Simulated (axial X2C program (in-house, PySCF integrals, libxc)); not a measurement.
## CuB⁺ along the bond: HF, 2c

Computed with an in-house all-electron X2C program for linear molecules (integrals from PySCF). Two-component (2c) means X2C with spin–orbit coupling and atomic mean-field two-electron Coulomb and Gaunt terms. Basis: Cu dyall-cv3z [9s9p6d3f2g], B dyall-v3z [7s6p2d1f] (cores contracted in-house); Gaussian nuclei, density fitting, unrestricted open shells. Masses: Cu 62.930 u, B 11.009 u.

State: Ω = 1/2 (⟨Sz⟩ = 0.50, ⟨Lz⟩ = 0.00 at HF). Dipoles are positive if B is the positive end and refer to the centre of mass.

Results along the bond:

| R (Å) | μ (D) | HOMO (eV) | LUMO (eV) |
| --- | --- | --- | --- |
| 1.654 | 0.195 | -16.15 | -5.53 |
| 1.730 | 0.418 | -16.21 | -5.45 |
| 1.787 | 0.573 | -16.22 | -5.40 |
| 1.844 | 0.715 | -16.22 | -5.34 |
| 1.901 | 0.841 | -16.20 | -5.29 |
| 1.968 | 0.966 | -16.15 | -5.25 |
| 2.034 | 1.070 | -16.08 | -5.25 |
| 2.120 | 1.171 | -15.97 | -5.26 |
| 2.224 | 1.252 | -15.80 | -5.27 |
| 2.376 | 1.303 | -15.50 | -5.29 |

The state is a single determinant with fixed occupations, the lowest that a limited PBE0 search found.
